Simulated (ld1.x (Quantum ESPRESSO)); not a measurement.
## How hard is this zirconium (Zr) PAW potential?

* Element: zirconium (Zr)
* Generator: ld1.x (Quantum ESPRESSO) 7.5
* Type: PAW
* Functional: PBEsol
* Relativity: scalar-relativistic
* Frozen core: [Ar] 3d10 4s2
* Valence charge: 10
* Reference configuration: 4p6 4d2 5s0.5 5p0 (charge +1.5)
* Partial waves: 5s (bound): rcut 2.45, rcutus 3.20 bohr; 5s channel at 1.1 Ry: rcut 2.45, rcutus 3.20 bohr; 4p (bound): rcut 1.80, rcutus 2.00 bohr; 5p (bound, empty): rcut 1.80, rcutus 2.00 bohr; 4d (bound): rcut 2.15, rcutus 2.75 bohr; 4d channel at -0.65 Ry: rcut 2.15, rcutus 2.75 bohr
* Local potential: all-electron potential smoothed inside 2.45 bohr (lloc = -1)
* Core correction: Bessel-smoothed model core inside 1.20 bohr
* Augmentation charge: BG, radius 1.40 bohr

The pseudo-atom Hamiltonian at the reference potential is diagonalised in spherical Bessel functions j_l(qr) that vanish at 20 bohr, with q² up to the cutoff. All-electron valence levels (Ry): 5s -0.9479, 4p -3.1517, 5p -0.6489, 4d -0.9951.

Question: How do the lowest levels (Ry) of each channel move with the cutoff, and are there ghosts?

Answer:

```
cutoff (Ry)     s #1     p #1     p #2     p #3     d #1     f #1     f #2  Σ f·Δε (mRy)
          8  -0.9479  -2.9711  -0.5915  -0.2364  -0.9562  -0.1821  -0.0758        1161.6
         10  -0.9479  -3.0658  -0.6073  -0.2413  -0.9855  -0.1822  -0.0760         534.6
         15  -0.9479  -3.1430  -0.6286  -0.2480  -0.9948  -0.1823  -0.0761          52.5
         18  -0.9479  -3.1491  -0.6343  -0.2499  -0.9949  -0.1823  -0.0761          15.8
         25  -0.9479  -3.1512  -0.6458  -0.2540  -0.9950  -0.1823  -0.0761           2.8
         30  -0.9479  -3.1514  -0.6484  -0.2550  -0.9951  -0.1823  -0.0761           1.8
         40  -0.9479  -3.1516  -0.6488  -0.2551  -0.9951  -0.1823  -0.0761           0.3
         45  -0.9479  -3.1517  -0.6488  -0.2551  -0.9951  -0.1823  -0.0761           0.3
        400  -0.9479  -3.1517  -0.6489  -0.2552  -0.9951  -0.1823  -0.0761           0.0
```

Result: no extra level below or beside the all-electron valence levels (s, p, d, f tested); 10 mRy is reached at 21 Ry and 1 mRy at 35 Ry.

Test run stopped at test 1 of 7 (negative rho).
